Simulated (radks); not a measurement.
These are the eigenvalues of the occupied orbitals of an atom or ion with whole-number occupations (hartree). All-electron calculation, Dirac Kohn-Sham, PBEsol, spin-unpolarised, spherical densities, finite nucleus; Fermi nuclear charge, rms radius of each element as measured or else 0.836 A^(1/3) + 0.57 fm. Program: a radial shooting solver on a logarithmic mesh with Libxc functionals.

1s1/2: -887.4646
2s1/2: -129.9043
2p1/2: -120.5470
2p3/2: -114.6944
3s1/2: -23.75365
3p1/2: -20.05984
3p3/2: -19.03966
3d3/2: -12.49218
3d5/2: -12.28869
4s1/2: -3.54779
4p1/2: -2.40570
4p3/2: -2.24127
4d3/2: -0.54789
4d5/2: -0.53021

Which element is it, and in what charge state? The configuration may be excited. Open shells, if any, are shared by 2j + 1.

Answer. Z = 46, palladium, charge +1: Pd+ in [Kr] 4d9. The list shows which subshells hold electrons but not how many an open one holds; the 1s level, -887.46 hartree, gives Z - s = 42.1 by -(Z - s)^2/2, which with screening and relativity narrows Z to a few neighbours, and the depths of the outer levels then fix element, charge and occupations together.
